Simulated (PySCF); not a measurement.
Bonding in `[O-]c1sccc1S`

Compound: C4H3OS2 (charge -1).
SMILES with atom numbers: `[O-:1][c:2]1[s:3][cH:4][cH:5][c:6]1[SH:7]` (hydrogens: H8 on C4; H9 on C5; H10 on S7)

Bond orders from the PBE0/pcSseg-1 density (PySCF). One conformer (not necessarily the lowest) at the GFN2-xTB geometry, without solvent, vibrations or thermal averaging. The pcSseg-1 basis has no diffuse functions, a weakness for an anion.

Problem. How far do the computed orders between heavy atoms stray from the drawn ones?

Solution. The largest departure is 0.714, at O1–C2 (drawn single, 1.714), counting aromatic bonds as 1.5. Drawn single, order above 1.12: O1–C2 (1.714). The bonds drawn aromatic range from 0.96 to 1.57. The SMILES, with its formal charges, is one Lewis structure only.

Problem. Give the Mayer order of every bond between heavy atoms, beside its length.

Solution. 
```csv
bond,drawn as,length (Å),Mayer order
O1–C2,single,1.235,1.714
C2–S3,aromatic,1.830,0.961
S3–C4,aromatic,1.746,1.073
C4–C5,aromatic,1.354,1.566
C5–C6,aromatic,1.404,1.242
C6–S7,single,1.785,0.997
C6–C2,aromatic,1.385,1.311
```

Bonds between the same two heavy elements. C–S: lowest C2–S3 (0.961, 1.830 Å), highest S3–C4 (1.073, 1.746 Å). C–C: lowest C5–C6 (1.242, 1.404 Å), highest C4–C5 (1.566, 1.354 Å).

Problem. And the bonds to hydrogen?

Solution. C–H: 0.96 to 0.98 (2 bonds); H–S: 0.91 (1 bond).

Problem. Sum the orders of all bonds at each heavy atom with more than one neighbour and set the sums beside the valence in the SMILES.

Solution. C2 3.986 (drawn 4), S3 2.034 (drawn 2), C4 3.601 (drawn 4), C5 3.784 (drawn 4), C6 3.550 (drawn 4), S7 1.903 (drawn 2). Orders between atoms that aren't bonded are not in these sums.

The Mayer order sums products of elements of PS (density times overlap matrix) between the two atoms' basis functions, so it depends on the basis set.

The run behind these numbers computed NMR shieldings as well. Hardware: one thread of an Arm Neoverse V1, no GPU, shared host with 32 logical CPUs at a one-minute load of 9.2. Cost: 14 s, 0.70 GiB resident at most.

Conformer computed: `[O-:1][c:2]1[s:3][cH:4][cH:5][c:6]1[SH:7]`: H–S7–C6–C5 180°.
